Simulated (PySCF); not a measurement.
# Dipole response of V (vanadium, neutral)

[Ar] 3d5, high-spin 6S determinant (an excited configuration). Computed with PySCF 2.14 in aug-cc-pVTZ (8s7p5d3f2g, 93 functions), with no relativity, point nucleus. Coupled (time-dependent) response in atomic units; α is the mean over directions.

```csv
method,mean α (bohr³),C₆ (like pair),S(−4)
wB97X-V,109.8,429.0,102900
```

S(−4) is the Cauchy moment in α(ω) = α(0) + S(−4) ω² + …

α(iu) at wB97X-V:

```json
{"u (hartree)": "0", "α(iu) (bohr³)": "109.8"}
{"u (hartree)": "0.0500", "α(iu) (bohr³)": "40.84"}
{"u (hartree)": "0.100", "α(iu) (bohr³)": "23.08"}
{"u (hartree)": "0.200", "α(iu) (bohr³)": "15.69"}
{"u (hartree)": "0.300", "α(iu) (bohr³)": "12.56"}
{"u (hartree)": "0.500", "α(iu) (bohr³)": "8.494"}
{"u (hartree)": "0.750", "α(iu) (bohr³)": "5.590"}
{"u (hartree)": "1.00", "α(iu) (bohr³)": "3.984"}
{"u (hartree)": "1.50", "α(iu) (bohr³)": "2.375"}
{"u (hartree)": "2.00", "α(iu) (bohr³)": "1.600"}
{"u (hartree)": "3.00", "α(iu) (bohr³)": "0.8790"}
{"u (hartree)": "5.00", "α(iu) (bohr³)": "0.3871"}
```
